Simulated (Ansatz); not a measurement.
System: CH$_{3}$Br$_{2}$Ga, net charge 0, singlet state. 
Geometry from a B3LYP-D3(BJ)/def2-TZVP (Ansatz, a quantum-chemistry and plane-wave program) optimisation:
```xyz
7

C     -2.4703    -0.7236    -0.1808
Ga    -0.5919    -0.1758    -0.0496
Br     1.1476    -1.6847     0.0029
Br     0.0418     2.0348     0.0886
H     -2.5398    -1.7110    -0.6328
H     -3.0244     0.0050    -0.7701
H     -2.8933    -0.7589     0.8239
```
Charge 0, spin multiplicity 1.

Basis-set convergence of Hartree-Fock and MP2 correlation energies (hartree) with Ansatz. Correlated levels leave the core frozen unless marked. No spin-orbit coupling. Frozen are the shells of the preceding noble gas and the d and f shells that filled before the atom's block. Non-relativistic.

```csv
basis,functions,E(HF),"E(corr, MP2)"
aug-cc-pVDZ,158,-7107.74941,-0.45286
aug-cc-pVTZ,292,-7107.98161,-0.57617
aug-cc-pVQZ,497,-7107.99200,-0.62251
```

Extrapolating the two largest sets (X = 3 and 4) as X^-3: E(corr) = (64·(-0.62251) - 27·(-0.57617))/37 = -0.6563 Eh, an estimate of the basis-set limit. The largest set recovers 94.8 % of it, the smallest 69.0 %.
